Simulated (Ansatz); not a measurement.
Program: Ansatz 0.2.0.

A structure relaxed at PBE0-D4/def2-TZVP, charge 0, multiplicity 1:

```xyz
12

C    -1.323    0.747   -0.802
B    -0.517   -0.551   -0.510
F    -0.700   -1.623   -1.266
C     0.527   -0.667    0.686
N     1.385    0.450    0.786
F     1.228   -1.891    0.618
H    -2.279    0.548   -1.291
H    -0.730    1.361   -1.493
H    -1.473    1.360    0.088
H    -0.054   -0.729    1.620
H     1.982    0.411    1.601
H     1.956    0.583   -0.037
```

Question: Give its formula and SMILES.

Answer: C2H6BF2N, `CB(F)C(N)F`.

Question: Summarise the bond lengths by kind.

Answer: 2 × B–C 1.555 to 1.593 Å; 4 × C–H 1.091 to 1.101 Å; 1 × B–F 1.325 Å; 1 × C–N 1.412 Å; 1 × C–F 1.412 Å; 2 × H–N 1.011 Å.
